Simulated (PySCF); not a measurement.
**LaC: from constants to spectrum**

ROHF-CCSD(T) constants of LaC, quartet, about 0.1 electrons in the 4f shell (Mulliken) (PySCF, scalar-relativistic core potentials, basis sets La def2-TZVPP with ECP46, C def2-TZVPP; masses 138.9063 and 12.0000 u):

```
ωe                     : 633.8 cm⁻¹
ωexe                   : 2.85 cm⁻¹
Be                     : 0.32737 cm⁻¹
αe                     : 0.00180 cm⁻¹
D (centrifugal)        : 3.49e-07 cm⁻¹
De to La (5d1 6s2) + C : 3.78 eV
```

(1) Give the vibrational terms G(v) and spacings up to v = 6.

(2) How well does the Morse estimate ωe²/(4ωexe) reproduce De, and what is D0?

Correlated steps freeze 1 core orbital. Spin–orbit coupling is left out, which matters for elements this heavy, above all for dissociation energies. With d or f electrons several states lie close, and the lowest PBE0 determinant need not be the measured ground state.

Results:

(1) G(v) = ωe(v+½) − ωexe(v+½)².

```csv
v,G(v) (cm⁻¹),G(v) − G(v−1),Bv (cm⁻¹)
0,316.2,,0.3265
1,944.3,628.1,0.3247
2,1566.7,622.4,0.3229
3,2183.4,616.7,0.3211
4,2794.4,611.0,0.3193
5,3399.7,605.3,0.3175
6,3999.3,599.6,0.3157
```

(2) It gives 4.37 eV, 116 % of the computed De. D0 = De − G(0) = 3.78 − 0.04 = 3.74 eV.
